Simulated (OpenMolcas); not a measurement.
**d8 ions of charge +2 down a group with 6 oxide ligands in octahedral coordination**

| Property | Result |
| --- | --- |
| Program | OpenMolcas |
| Method | CASSCF |
| Spin-orbit coupling | state interaction with AMFI integrals over the reference wave functions |

The d shell is active. Anionic complexes are neutralised by point charges behind the ligands. Distances were set from a Shannon-type radius of the metal (high-spin where two are listed) plus a fixed donor radius (O 1.38 Å). Ligand basis ANO-RCC-VDZP, DKH2 Hamiltonian. States (labels of O, the rotations of Oh). Energies in cm-1 above the lowest state or level, χT in cm3 K/mol; 10Dq and B are least-squares fits to the states below 45000 cm-1, weighted by degeneracy, with a free offset, and given where the rms deviation is under 5 % of |10Dq| (or 100 cm-1) and under 700 cm-1. Spin-only χT is S(S+1) / 2 for the spin of the ground state.

```tsv
Ion	Shell	R (Å)	Metal basis	Outer charge (e at Å behind ligand)	Ground state	First state of that spin	10Dq	B (rms of fit)	First gap with spin-orbit (degeneracies)	χT at 300 K	First state of another spin	Spin-only χT
Ni2+	3d8	2.07	ANO-RCC-VTZP	1.7 at 3.2	3A2	3T2 4802	4873	1280 (46)	4527 (3, 2)	1.627	1E 18059	1.000
Pt2+	5d8	2.18	ANO-RCC-VDZP	1.7 at 2.4	3A2	3T2 10589			7272 (3, 2)	1.980	1E 11462	1.000
```

The rows also differ in their metal basis and outer charges, so part of each step comes from that.

Every ion keeps the highest spin of its shell. χT departs most from the spin-only value for Pt2+, by +0.980 cm3 K/mol.

Without dynamic correlation the repulsion within the d shell is too large (B by tens of per cent), so at a given field states of lower spin stand too high. The oxide ions are held by bare point charges, a crude embedding. Ligand-to-metal charge-transfer states are missing. With no ligand orbital active B as a rule stays too high, so bands that hang on it stand too high and its fall with covalency is understated. With oxide or sulfide held by bare charges the field of late divalent 3d ions can come out several times too small, and g and χT far too large (holds for Ni2+). With metal d orbitals alone and no dynamic correlation the field as a rule comes out too small, by tens of per cent, by up to half for chloride and softer ligands, and the orbital part of g and χT, which goes as 1/10Dq, too large (holds for Ni2+). Real 4d8 and 5d8 ions are as a rule square planar and diamagnetic (holds for Pt2+). With metal d orbitals alone the field can be off either way by tens of per cent (holds for Pt2+). No measured value stands beside these numbers; the geometry was imposed, not optimised, and the real ion may take another.
